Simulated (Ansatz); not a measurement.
Total energies of Ge5Te5 from Ansatz at PBE-D4/def2-SVP, gas phase (1 Eh = 27.2114 eV = 2625.5 kJ/mol). The reference geometry is relaxed at r2SCAN-D4/def2-SVP.

```xyz
10

Ge   -2.6352    0.3132    0.9806
Ge    0.5989   -2.0248   -1.2171
Ge   -0.4389    2.4064   -1.0649
Ge    1.5419    0.7766   -1.3432
Ge    0.3528   -0.1598    2.7881
Te    2.1734   -0.9257   -3.1461
Te   -0.5852    2.2017    1.6132
Te   -1.4495   -0.0576   -1.5737
Te   -1.6794   -1.7732    2.2677
Te    2.1211   -0.7568    0.6955
```

```json
{"state": "charge 0 singlet", "geometry": "reference", "energy (Eh)": "-11722.65344"}
{"state": "charge 1 doublet", "geometry": "reference", "energy (Eh)": "-11722.40216"}
{"state": "charge -1 doublet", "geometry": "reference", "energy (Eh)": "-11722.72048"}
{"state": "free Ge atom (triplet)", "geometry": "–", "energy (Eh)": "-2076.34106"}
{"state": "free Te atom (triplet)", "geometry": "–", "energy (Eh)": "-267.96343"}
```

In the def2 sets Te takes a core potential; there is no spin–orbit coupling.

(1) Work out the vertical ionisation energy to the doublet.

(2) Work out the vertical electron affinity, to the doublet.

(3) Give the fundamental gap IE − EA, the Mulliken electronegativity (IE + EA)/2 and the hardness (IE − EA)/2.

(4) What is the binding energy per atom against free atoms?

(1) E(charge 1 doublet) − E(charge 0 singlet) = -11722.40216 − (-11722.65344) = 0.25128 Eh = 6.84 eV. For comparison, −ε of the highest occupied level is 4.96 eV at this level, 1.88 eV less.

(2) E(charge 0 singlet) − E(charge -1 doublet) = -11722.65344 − (-11722.72048) = 0.06704 Eh = 1.82 eV. The basis lacks diffuse functions, which makes affinities too small.

(3) From the values in Eh: IE − EA = 0.25128 − 0.06704 = 0.18424 Eh = 5.01 eV; (IE + EA)/2 = 4.33 eV; (IE − EA)/2 = 2.51 eV. The HOMO–LUMO gap of the same run is 1.34 eV, 3.67 eV smaller than the fundamental gap.

(4) Atoms: 5 × (-2076.34106) + 5 × (-267.96343) = -11721.52245 Eh. Binding: -11721.52245 − (-11722.65344) = 1.13099 Eh = 30.78 eV, or 3.08 eV for each of 10 atoms (no zero-point energy, no counterpoise term).

At PBE-D4/def2-SVP the gap within one spin of the charge 1 doublet nearly closes, so an electron or hole may be smeared out by delocalisation error. At PBE-D4/def2-SVP the highest occupied level of the charge -1 doublet lies above zero (up to 0.03 eV). By energy differences its removal costs 1.82 eV (vertical, to the charge 0 singlet, at PBE-D4/def2-SVP); self-interaction error and the lack of diffuse functions both raise the level.  

The structure comes from a short search, and lower isomers may exist.
